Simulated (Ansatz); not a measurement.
FH₂InOS (`[OH][In]([F])[SH]`), 6 atoms. Total charge 0; spin multiplicity 1. Correlated methods include outer-core shells of In, which these sets cover unevenly. In: def2 effective core potential. All runs use 2 threads of a server CPU on a shared host. Correlated methods freeze the cores.

Task: How many basis functions does each run have, and how long does it take in Ansatz? RHF-CCSD(T)/def2-SVP energy; RKS PBE0-D4/def2-TZVP relaxation (6 steps); RKS PBE0-D4/def2-SVP energy; RKS ωB97M-V/def2-QZVPP energy; RKS B97M-V/def2-TZVPP energy; RKS PBE0-D4/def2-TZVP frequencies; RKS ωB97X-V/def2-TZVPP energy; direct RPA on PBE orbitals/def2-TZVPP energy; RKS ωB97M-V/def2-SVP energy; RHF-MP2/def2-QZVPP energy; RHF-CCSD(T)/def2-TZVPP energy; RKS revPBE-D4/def2-TZVPP energy. (An estimate is asked.)

Result: Computed: Other jobs shared the machine, so times are rough.

```
                                level                   job  functions  wall time  peak host memory (GiB)
                 RKS PBE0-D4/def2-SVP                energy         82      2.4 s                    0.17
             RKS revPBE-D4/def2-TZVPP                energy        182      3.8 s                    0.21
                 RHF-CCSD(T)/def2-SVP                energy         82        7 s                    0.28
                 RKS ωB97M-V/def2-SVP                energy         82       11 s                    0.25
direct RPA on PBE orbitals/def2-TZVPP                energy        182       12 s                    0.37
               RKS ωB97X-V/def2-TZVPP                energy        182       15 s                    0.48
                RKS B97M-V/def2-TZVPP                energy        182       17 s                    0.29
                   RHF-MP2/def2-QZVPP                energy        326       25 s                     1.1
               RKS ωB97M-V/def2-QZVPP                energy        326       31 s                     1.1
                RKS PBE0-D4/def2-TZVP  relaxation (6 steps)        161       49 s                    0.39
               RHF-CCSD(T)/def2-TZVPP                energy        182    2.9 min                       2
                RKS PBE0-D4/def2-TZVP           frequencies        161    3.1 min                    0.39
```
